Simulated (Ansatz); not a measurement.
Calculated with Ansatz (gas phase, PBE0-D4/def2-TZVP geometries, no zero-point term in ΔE). CBS: MP2 limit from def2 TZ/QZ plus the TZ coupled-cluster correction, frozen cores. This one scheme is used for every species. Functionals use def2-TZVPP. HSE06 is defined as in plane-wave codes. Triplets are unrestricted, without spin–orbit coupling. For Ge outer-core shells are correlated without core-valence functions, which leaves a few kJ/mol of doubt a bond. Scalar relativity is left out up to krypton.

Consider the formal loss of a carbene: `[CH3][GeH]([F])[F]` → `[CH2]` (triplet) + `[F][GeH2][F]`.

`[CH3][GeH]([F])[F]`:

Cartesian coordinates in Å:
```
C -0.098 -0.575 0.884
Ge -0.036 0.471 -0.727
F 0.909 -0.382 -1.899
F 0.873 1.910 -0.411
H -0.628 -0.029 1.665
H -0.609 -1.521 0.697
H 0.921 -0.777 1.214
H -1.331 0.902 -1.422
```

`[CH2]` (triplet):

Z-matrix (Å, degrees):
```
C
H 1 1.079
H 1 1.079 2 134.9
```

`[F][GeH2][F]`:

```xyz
5

F     0.411   -1.441    0.711
Ge    0.036    0.034   -0.100
F    -1.018    0.876    0.974
H    -0.755   -0.311   -1.360
H     1.326    0.843   -0.224
```

| level | ΔE (kcal/mol) | difference from CCSD(T)/CBS |
| --- | --- | --- |
| PBE-D4 | 117.1 | 0.5 |
| PBE0-D4 | 115.2 | -1.4 |
| BHLYP-D4 | 111.2 | -5.4 |
| CAM-B3LYP-D4 | 114.8 | -1.8 |
| ωB97X-V | 118.1 | 1.5 |
| ωB97M-V | 116.5 | -0.1 |
| PBE | 115.8 | -0.8 |
| revPBE | 109.9 | -6.7 |
| HSE06 | 114.2 | -2.4 |
| CAM-B3LYP | 113.7 | -2.9 |
| LC-ωPBE | 113.3 | -3.3 |
| RPA@PBE/def2-TZVPP | 111.2 | -5.4 |
| MP2/def2-SVP | 112.0 | -4.6 |
| SCS-MP2/def2-TZVPP | 116.4 | -0.2 |
| MP2/def2-QZVPP | 118.7 | 2.1 |
| MP2/CBS(def2) | 120.1 | 3.5 |
| CCSD(T)/CBS | 116.6 | 0 |

(1) What do rigid-rotor, harmonic-oscillator terms from PBE0-D4/def2-TZVP frequencies (298.15 K, 1 bar) make of the CCSD(T)/CBS value? (Best estimate.)

Largest T1 diagnostic among the species: 0.012.

Answers

(1) Computed: ΔZPE = -7.2 kcal/mol, ΔH = +110.6 kcal/mol, ΔS = 148 J/(mol·K), ΔG = +100.1 kcal/mol. Open shells count their whole term as degenerate.

At CCSD(T), def2-SVP lies −7.5 kcal/mol from the extrapolated value and def2-TZVPP −3.1 kcal/mol. From BLYP to BHLYP (50 % exact exchange), in def2-TZVPP and without D4, ΔE moves by −1.3 kcal/mol. The D4 term adds +2.1 kcal/mol with B3LYP and +1.1 kcal/mol with PBE0; it sums over pairs of atoms, weighted by their polarisabilities, and B3LYP, whose exchange is more repulsive, gets the larger term.

B3LYP here is the variant with VWN-RPA as its local correlation; programs differ in this.
